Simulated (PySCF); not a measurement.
CsF: energy against distance

Set-up: basis Cs def2-SVPD with ECP46, F def2-SVPD; scalar-relativistic core potentials; PySCF 2.14. Energies in eV from Cs + F in their ground configurations at the same level. State: ¹Σ⁺ (singlet), closed shell.

Curves on a restricted Hartree–Fock reference rise too fast on stretching and do not dissociate correctly.

All columns are RHF. A positive dipole means Cs(−)F(+).

| R (Å) | E (eV) | μ (D) | Mulliken charge on Cs (basis-dependent) | HOMO (eV) | LUMO (eV) | Mayer bond order | ⟨S²⟩ |
| --- | --- | --- | --- | --- | --- | --- | --- |
| 2.109 | -2.474 | -6.64 | 0.85 | -10.84 | 0.08 | -0.15 | 0.00 |
| 2.207 | -2.880 | -7.44 | 0.87 | -11.01 | 0.03 | -0.11 | 0.00 |
| 2.305 | -3.109 | -8.18 | 0.89 | -11.06 | -0.01 | -0.07 | 0.00 |
| 2.378 | -3.198 | -8.70 | 0.91 | -11.05 | -0.05 | -0.05 | 0.00 |
| 2.452 | -3.234 | -9.21 | 0.92 | -10.99 | -0.08 | -0.03 | 0.00 |
| 2.526 | -3.231 | -9.70 | 0.93 | -10.91 | -0.12 | -0.01 | 0.00 |
| 2.624 | -3.183 | -10.34 | 0.94 | -10.76 | -0.16 | 0.01 | 0.00 |
| 2.746 | -3.076 | -11.10 | 0.95 | -10.50 | -0.22 | 0.02 | 0.00 |
| 2.893 | -2.907 | -11.98 | 0.96 | -10.23 | -0.29 | 0.03 | 0.00 |
| 3.090 | -2.655 | -13.12 | 0.97 | -9.91 | -0.37 | 0.03 | 0.00 |

A fit through these points gives, at Re = 2.481 Å, μ = -9.41 D and dμ/dR = -6.70 D/Å; the reduced mass is 16.62 u.

Q: How strong is the fundamental in the double-harmonic approximation, I = 42.26·(dμ/dR)²/μred km/mol?

A: I = 42.26·(-6.70)²/16.62 = 114 km/mol at RHF.

These are scalar-relativistic numbers at best; spin–orbit coupling would shift them, the dissociation energy most. Where the molecule has an RHF reference, its open-shell atoms are computed with UHF. Hartree–Fock leaves out correlation, which carries a large part of most bond energies and some tenths to 1 eV of ionisation energies.
